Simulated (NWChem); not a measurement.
System: MgF cation; SMILES [F][Mg+]

Here is an NWChem input.

```
start job
memory heap 200 mb stack 700 mb global 900 mb
charge 1
geometry units angstroms noautosym nocenter noautoz
  Mg     0.000000     0.000000    -0.744676
  F      0.000000     0.000000     0.993336
end
basis spherical
  * library def2-svpd
end
dft
  xc xpbe96 cpbe96
  iterations 150
end
tddft
  nroots 6
  notriplet
end
task tddft energy
```

Output (shortened):

```
             Northwest Computational Chemistry Package (NWChem) 7.3.0
             --------------------------------------------------------

                             Geometry "geometry" -> ""
                             -------------------------

 Output coordinates in angstroms (scale by  1.889725989 to convert to a.u.)

  No.       Tag          Charge          X              Y              Z
 ---- ---------------- ---------- -------------- -------------- --------------
    1 Mg                  12.0000     0.00000000     0.00000000    -0.74467600
    2 F                    9.0000     0.00000000     0.00000000     0.99333600

 Effective nuclear repulsion energy (a.u.)      32.8830542551

  pbe96 is a nonlocal functional; adding pw91lda local functional.

                                 NWChem DFT Module
                                 -----------------

 Summary of "ao basis" -> "ao basis" (spherical)
 ------------------------------------------------------------------------------
       Tag                 Description            Shells   Functions and Types
 ---------------- ------------------------------  ------  ---------------------
 Mg                        def2-svpd                 9       21   4s4p1d
 F                         def2-svpd                 9       23   4s3p2d

            General Information
            -------------------
          SCF calculation type: DFT
          Wavefunction type:  closed shell.
          No. of atoms     :     2
          No. of electrons :    20
           Alpha electrons :    10
            Beta electrons :    10
          Charge           :     1
          Spin multiplicity:     1
          Use of symmetry is: off; symmetry adaption is: off
          Maximum number of iterations: 150
          AO basis - number of functions:    44
                     number of shells:    18
          Convergence on energy requested:  1.00D-06
          Convergence on density requested:  1.00D-05
          Convergence on gradient requested:  5.00D-04

              XC Information
              --------------
          PerdewBurkeErnzerhof Exchange Functional  1.000
            Perdew 1991 LDA Correlation Functional  1.000 local
           PerdewBurkeErnz. Correlation Functional  1.000 non-local

             Grid Information
             ----------------
          Grid used for XC integration:  medium
          Radial quadrature: Mura-Knowles
          Angular quadrature: Lebedev.
          Tag              B.-S. Rad. Rad. Pts. Rad. Cut. Ang. Pts.
          ---              ---------- --------- --------- ---------
          Mg                  1.50       88          11.0       590
          F                   0.50       49          10.0       434
          Grid pruning is: on
          Number of quadrature shells:   137
          Spatial weights used:  Erf1

      Superposition of Atomic Density Guess
      -------------------------------------

 Sum of atomic energies:        -298.83208308

 Renormalizing density from      21.00 to     20

      Non-variational initial energy
      ------------------------------

 Total energy =    -289.841230
 1-e energy   =    -460.403859
 2-e energy   =     137.679574
 HOMO         =      -1.197214
 LUMO         =      -0.498665

   convergence    iter        energy       DeltaE   RMS-Dens  Diis-err
 ---------------- ----- ----------------- --------- --------- ---------
 d= 0,ls=0.0,diis     1   -298.9986903318 -3.32D+02  1.04D-01  3.33D+00
 d= 0,ls=0.0,diis     2   -289.9100165521  9.09D+00  1.01D-01  3.73D+01
 d= 0,ls=0.0,diis     3   -299.2710470584 -9.36D+00  2.03D-02  1.95D-01
 d= 0,ls=0.0,diis     4   -299.3011051384 -3.01D-02  3.36D-03  4.67D-02
 d= 0,ls=0.0,diis     5   -299.3049758967 -3.87D-03  1.04D-03  6.11D-03
  Resetting Diis
 d= 0,ls=0.0,diis     6   -299.3055398689 -5.64D-04  4.28D-04  7.15D-04
 d= 0,ls=0.0,diis     7   -299.3056087167 -6.88D-05  1.64D-04  7.36D-06
 d= 0,ls=0.0,diis     8   -299.3056038223  4.89D-06  1.26D-04  5.85D-05
 d= 0,ls=0.0,diis     9   -299.3056093576 -5.54D-06  6.11D-06  1.57D-07
 d= 0,ls=0.0,diis    10   -299.3056093721 -1.45D-08  2.11D-07  2.92D-10

         Total DFT energy =     -299.305609372092
      One electron energy =     -478.810455457903
           Coulomb energy =      173.129733148789
    Exchange-Corr. energy =      -26.507941318050
 Nuclear repulsion energy =       32.883054255073

 Numeric. integr. density =       19.999998701855

                       DFT Final Molecular Orbital Analysis
                       ------------------------------------

 Vector    8  Occ=2.000000D+00  E=-5.403844D-01
              MO Center=  2.0D-11, -2.2D-11,  8.8D-01, r^2= 8.2D-01
   Bfn.  Coefficient  Atom+Function         Bfn.  Coefficient  Atom+Function
  ----- ------------  ---------------      ----- ------------  ---------------
    28      0.613004  2 F  pz                31     -0.413916  2 F  pz
     3      0.303854  1 Mg s                  2      0.193051  1 Mg s
    23     -0.116633  2 F  s                 25     -0.094279  2 F  s
     7      0.089553  1 Mg pz                24     -0.074639  2 F  s
    34     -0.071902  2 F  pz                13      0.071208  1 Mg pz

 Vector    9  Occ=2.000000D+00  E=-5.051551D-01
              MO Center= -1.2D-11,  1.3D-11,  9.3D-01, r^2= 6.2D-01
   Bfn.  Coefficient  Atom+Function         Bfn.  Coefficient  Atom+Function
  ----- ------------  ---------------      ----- ------------  ---------------
    27     -0.469569  2 F  py                26      0.442554  2 F  px
    30      0.310223  2 F  py                29     -0.292375  2 F  px
    33      0.077647  2 F  py                32     -0.073180  2 F  px
     9      0.055052  1 Mg py                 8     -0.051885  1 Mg px
     6      0.041065  1 Mg py                 5     -0.038702  1 Mg px

 Vector   10  Occ=2.000000D+00  E=-5.051551D-01
              MO Center= -2.1D-12,  2.3D-12,  9.3D-01, r^2= 6.2D-01
   Bfn.  Coefficient  Atom+Function         Bfn.  Coefficient  Atom+Function
  ----- ------------  ---------------      ----- ------------  ---------------
    26      0.469569  2 F  px                27      0.442554  2 F  py
    29     -0.310223  2 F  px                30     -0.292375  2 F  py
    32     -0.077647  2 F  px                33     -0.073180  2 F  py
     8     -0.055052  1 Mg px                 9     -0.051885  1 Mg py
     5     -0.041065  1 Mg px                 6     -0.038702  1 Mg py

 Vector   11  Occ=0.000000D+00  E=-3.975308D-01
              MO Center=  1.3D-09, -1.5D-09, -1.3D+00, r^2= 2.5D+00
   Bfn.  Coefficient  Atom+Function         Bfn.  Coefficient  Atom+Function
  ----- ------------  ---------------      ----- ------------  ---------------
     3      1.115238  1 Mg s                  2      0.348814  1 Mg s
    10     -0.277181  1 Mg pz                25     -0.210433  2 F  s
    28     -0.197440  2 F  pz                 7     -0.140086  1 Mg pz
    31      0.125298  2 F  pz                34      0.102072  2 F  pz
     1     -0.053767  1 Mg s                 19      0.044622  1 Mg d  0

 Vector   12  Occ=0.000000D+00  E=-2.441899D-01
              MO Center=  6.2D-10, -6.3D-10, -1.0D+00, r^2= 4.0D+00
   Bfn.  Coefficient  Atom+Function         Bfn.  Coefficient  Atom+Function
  ----- ------------  ---------------      ----- ------------  ---------------
    11      0.503645  1 Mg px                12      0.438608  1 Mg py
     8      0.391667  1 Mg px                 9      0.341090  1 Mg py
     5      0.168167  1 Mg px                 6      0.146451  1 Mg py
    26      0.114314  2 F  px                20      0.103955  1 Mg d  1
    27      0.099552  2 F  py                18     -0.090531  1 Mg d -1

 Vector   13  Occ=0.000000D+00  E=-2.441899D-01
              MO Center=  6.9D-10, -7.6D-10, -1.0D+00, r^2= 4.0D+00
   Bfn.  Coefficient  Atom+Function         Bfn.  Coefficient  Atom+Function
  ----- ------------  ---------------      ----- ------------  ---------------
    12      0.503645  1 Mg py                11     -0.438608  1 Mg px
     9      0.391667  1 Mg py                 8     -0.341090  1 Mg px
     6      0.168167  1 Mg py                 5     -0.146451  1 Mg px
    27      0.114314  2 F  py                18     -0.103955  1 Mg d -1
    26     -0.099552  2 F  px                20     -0.090531  1 Mg d  1

     Multipole analysis of the density
     ---------------------------------

     L   x y z        total         alpha         beta         nuclear
     -   - - -        -----         -----         ----         -------
     0   0 0 0      1.000000    -10.000000    -10.000000     21.000000

     1   1 0 0     -0.000000     -0.000000     -0.000000      0.000000
     1   0 1 0      0.000000      0.000000      0.000000      0.000000
     1   0 0 1     -3.515328     -1.761360     -1.761360      0.007393

[...]

                                NWChem TDDFT Module
                                -------------------

            General Information
            -------------------
           No. of orbitals :      88
            Alpha orbitals :      44
             Beta orbitals :      44
        Alpha frozen cores :       0
         Beta frozen cores :       0
     Alpha frozen virtuals :       0
      Beta frozen virtuals :       0
         Spin multiplicity :       1
    Number of AO functions :      44
        Use of symmetry is : off
      Symmetry adaption is : off
         Schwarz screening :  0.10D-07

              XC Information
              --------------
   PerdewBurkeErnzerhof Exchange Functional   1.00
     Perdew 1991 LDA Correlation Functional   1.00 local
    PerdewBurkeErnz. Correlation Functional   1.00 non-local

             TDDFT Information
             -----------------
          Calculation type : TDDFT
         Wavefunction type : Restricted singlets
          No. of electrons :      20
           Alpha electrons :      10
            Beta electrons :      10
              No. of roots :       6
          Max subspacesize :    5200
            Max iterations :     100
               Target root :       1
           Target symmetry : none
      Symmetry restriction : off
                 Algorithm : Optimal
        Davidson threshold :  0.10D-03

    6 smallest eigenvalue differences (eV)
--------------------------------------------------------
  No. Spin  Occ  Vir  Irrep   E(Occ)    E(Vir)   E(Diff)
--------------------------------------------------------
    1    1   10   11 a        -0.505    -0.398     2.929
    2    1    9   11 a        -0.505    -0.398     2.929
    3    1    8   11 a        -0.540    -0.398     3.887
    4    1   10   12 a        -0.505    -0.244     7.101
    5    1    9   12 a        -0.505    -0.244     7.101
    6    1   10   13 a        -0.505    -0.244     7.101
--------------------------------------------------------

  Entering Davidson iterations
  Restricted singlet excited states

  Iter   NTrls   NConv    DeltaV     DeltaE      Time
  ----  ------  ------  ---------  ---------  ---------
    1      6       0     0.39E+00   0.10+100        1.0
    2     12       1     0.33E-01   0.44E-01        1.2
    3     22       1     0.73E-02   0.24E-03        1.8
    4     32       1     0.89E-03   0.12E-04        3.3
    5     40       5     0.28E-03   0.38E-06        1.5
    6     42       6     0.86E-04   0.35E-07        0.9
  ----  ------  ------  ---------  ---------  ---------
  Convergence criterion met

  Ground state a        -299.305609372092 a.u.

  ----------------------------------------------------------------------------
  Root   1 singlet a              0.110511361 a.u.                3.0072 eV
  ----------------------------------------------------------------------------
     Transition Moments    X  0.19351   Y -0.20589   Z  0.00000
     Dipole Oscillator Strength                    0.0058819691
     Electric Quadrupole                           0.0000000001
     Magnetic Dipole                               0.0000000023
     Total Oscillator Strength                     0.0058819715

     Occ.    9  a   ---  Virt.   11  a    0.99996 X
  ----------------------------------------------------------------------------
  Root   2 singlet a              0.110511361 a.u.                3.0072 eV
  ----------------------------------------------------------------------------
     Transition Moments    X -0.20589   Y -0.19351   Z  0.00000
     Dipole Oscillator Strength                    0.0058819691
     Electric Quadrupole                           0.0000000001
     Magnetic Dipole                               0.0000000023
     Total Oscillator Strength                     0.0058819715

     Occ.   10  a   ---  Virt.   11  a   -0.99996 X
  ----------------------------------------------------------------------------
  Root   3 singlet a              0.168575835 a.u.                4.5872 eV
  ----------------------------------------------------------------------------
     Transition Moments    X -0.00000   Y  0.00000   Z  0.91296
     Dipole Oscillator Strength                    0.0936718368
     Electric Quadrupole                           0.0000000021
     Magnetic Dipole                               0.0000000000
     Total Oscillator Strength                     0.0936718389

     Occ.    8  a   ---  Virt.   11  a    0.97744 X
     Occ.    8  a   ---  Virt.   11  a   -0.08073 Y
     Occ.    8  a   ---  Virt.   14  a   -0.06170 X
     Occ.    9  a   ---  Virt.   13  a   -0.14820 X
     Occ.   10  a   ---  Virt.   12  a    0.14820 X
  ----------------------------------------------------------------------------
  Root   4 singlet a              0.260965226 a.u.                7.1012 eV
  ----------------------------------------------------------------------------
     Transition Moments    X  0.00000   Y  0.00000   Z  0.00000
     Dipole Oscillator Strength                    0.0000000000
     Electric Quadrupole                           0.0000000000
     Magnetic Dipole                               0.0000000000
     Total Oscillator Strength                     0.0000000000

     Occ.    9  a   ---  Virt.   12  a    0.70656 X
     Occ.   10  a   ---  Virt.   13  a    0.70656 X
  ----------------------------------------------------------------------------
  Root   5 singlet a              0.261233567 a.u.                7.1085 eV
  ----------------------------------------------------------------------------
     Transition Moments    X -0.00000   Y  0.00000   Z -0.00002
     Dipole Oscillator Strength                    0.0000000001
     Electric Quadrupole                           0.0000000376
     Magnetic Dipole                               0.0000000000
     Total Oscillator Strength                     0.0000000377

     Occ.    9  a   ---  Virt.   12  a    0.06962 X
     Occ.    9  a   ---  Virt.   13  a   -0.70356 X
     Occ.   10  a   ---  Virt.   12  a   -0.70356 X
     Occ.   10  a   ---  Virt.   13  a   -0.06962 X
  ----------------------------------------------------------------------------
  Root   6 singlet a              0.261235896 a.u.                7.1086 eV
  ----------------------------------------------------------------------------
     Transition Moments    X  0.00000   Y  0.00000   Z -0.00000
     Dipole Oscillator Strength                    0.0000000000
     Electric Quadrupole                           0.0000000376
     Magnetic Dipole                               0.0000000000
     Total Oscillator Strength                     0.0000000376

     Occ.    9  a   ---  Virt.   12  a   -0.70356 X
     Occ.    9  a   ---  Virt.   13  a   -0.06962 X
     Occ.   10  a   ---  Virt.   12  a   -0.06962 X
     Occ.   10  a   ---  Virt.   13  a    0.70356 X

              Target root =      1
          Target symmetry = none
      Ground state energy =   -299.305609372092
        Excitation energy =      0.110511360973
     Excited state energy =   -299.195098011119

  stored tddft:energy   -299.19509801111934
```

Level: PBE/def2-SVPD, full TDDFT. The geometry was optimised at PBE-D3(BJ)/def2-SVP.
